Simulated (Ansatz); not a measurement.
Stretching the Se1–F2 bond in BrFSe (SMILES F[Se]Br) (multiplicity 1 held, fragments rigid). Energies count from the point at 1.764 Å.
Geometry at that point (charge 0, multiplicity 1):
```csv
atom,x (Å),y (Å),z (Å)
Se,0.5102,-0.4308,0.7784
F,1.4735,-1.3137,-0.4066
Br,-0.8745,0.7563,-0.6516
```

R- and RO- levels are restricted; in cc, def2 and unpolarised 6-31G sets they are followed outwards from rest. U- levels take the lowest unrestricted solution at each point, which mixes spins at long bonds. Left out are points that failed, MP2 points in a non-variational dive below the minimum, coupled-cluster points behind a sign of a changed root (a jump of the amplitudes, or a one-step jump against full CI or MRCI), small-basis points behind a change of solution, and semi-empirical points at long bonds. Levels need not reach the same state.

Frozen-core correlation. Filled d and f shells under p-block atoms count as core.

Programs: Ansatz (Gaussian basis) for Hartree–Fock, density functionals and correlated methods. Each number belongs to the level named beside it.

Energies in eV.

| R (Å) | U-HF/cc-pVTZ | R-PBE/cc-pVTZ | R-r2SCAN/cc-pVTZ | U-wB97X-V/cc-pVTZ | U-CCSD(T)/cc-pVTZ |
|---|---|---|---|---|---|
| 1.411 | 2.52 | 3.21 | 2.97 | 2.92 | 2.98 |
| 1.588 | 0.24 | 0.59 | 0.48 | 0.43 | 0.47 |
| 1.764 | 0.00 | 0.00 | 0.00 | 0.00 | 0.00 |
| 1.940 | 0.54 | 0.22 | 0.31 | 0.39 | 0.33 |
| 2.117 | 1.20 | 0.73 | 0.88 | 1.07 | 0.99 |
| 2.381 | 1.40 | 1.58 | 1.81 | 2.15 | 2.04 |
| 2.646 | 1.41 | 2.32 | 2.60 | 2.81 | 2.78 |
| 3.087 | 1.40 | 3.20 | 3.53 | 3.26 | 3.16 |
| 3.528 | 1.38 | 3.71 | 4.08 | 3.41 | 3.21 |
| 4.057 | 1.38 | 4.04 | 4.42 | left out | 3.23 |
| 4.763 | 1.38 | 4.24 | 4.62 | 3.48 | 3.24 |
| 5.645 | 1.38 | 4.34 | 4.71 | 3.49 | 3.24 |

Doubts at one or more of the structures used: a spin-contaminated determinant (U-HF/cc-pVTZ, U-wB97X-V/cc-pVTZ, U-CCSD(T)/cc-pVTZ); a restricted determinant that unrestricted orbitals would lower (R-PBE/cc-pVTZ, R-r2SCAN/cc-pVTZ); T1 above 0.05 (U-CCSD(T)/cc-pVTZ).

Ansatz is a first-principles code.
